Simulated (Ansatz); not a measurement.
The lowest singlet and triplet of CF2 (SMILES F[C]F); geometries from B3LYP-D3(BJ)/def2-TZVP, each state relaxed from the structure named, with no frequency check.
Singlet at the triplet's geometry (charge 0, multiplicity 1):
```xyz
3

F     -1.1387    -0.1668     0.0000
C     -0.0005     0.4971     0.0000
F      1.1390    -0.1646     0.0000
```

A positive gap puts the triplet lower; no zero-point energy. R- takes a restricted singlet. U- takes an unrestricted singlet (broken symmetry where lower, unprojected). The triplet is unrestricted in single-reference levels. Active spaces average the two states.

Cores are frozen in the correlated methods.

Programs: Ansatz (an electronic-structure program). 

```json
[
 {"level": "U-HF/cc-pVTZ (spin-contaminated)", "gap E(singlet) − E(triplet), vertical, at the triplet's geometry (kcal/mol)": "-21.90"},
 {"level": "R-HF/cc-pVQZ", "gap E(singlet) − E(triplet), vertical, at the triplet's geometry (kcal/mol)": "-18.93"},
 {"level": "R-r2SCAN/def2-TZVPP", "gap E(singlet) − E(triplet), vertical, at the triplet's geometry (kcal/mol)": "-34.58"},
 {"level": "R-wB97X-V/def2-TZVPP", "gap E(singlet) − E(triplet), vertical, at the triplet's geometry (kcal/mol)": "-45.54"},
 {"level": "R-MP2/cc-pVDZ", "gap E(singlet) − E(triplet), vertical, at the triplet's geometry (kcal/mol)": "-41.77"},
 {"level": "U-MP2/cc-pVDZ (spin-contaminated)", "gap E(singlet) − E(triplet), vertical, at the triplet's geometry (kcal/mol)": "___"},
 {"level": "U-SCS-MP2/cc-pVDZ (spin-contaminated)", "gap E(singlet) − E(triplet), vertical, at the triplet's geometry (kcal/mol)": "___"},
 {"level": "R-CCSD(T)/cc-pVDZ", "gap E(singlet) − E(triplet), vertical, at the triplet's geometry (kcal/mol)": "-44.97"},
 {"level": "FIC-MRCISD+Q on SA-CASSCF(2,2)/cc-pVQZ", "gap E(singlet) − E(triplet), vertical, at the triplet's geometry (kcal/mol)": "-44.65"}
]
```

Complete the blanks.


- U-MP2/cc-pVDZ (spin-contaminated), gap E(singlet) − E(triplet), vertical, at the triplet's geometry (kcal/mol): -36.19
- U-SCS-MP2/cc-pVDZ (spin-contaminated), gap E(singlet) − E(triplet), vertical, at the triplet's geometry (kcal/mol): -37.89

Doubts at one or more of the structures used: a restricted determinant that unrestricted orbitals would lower (R-HF/cc-pVQZ, R-MP2/cc-pVDZ, R-CCSD(T)/cc-pVDZ).
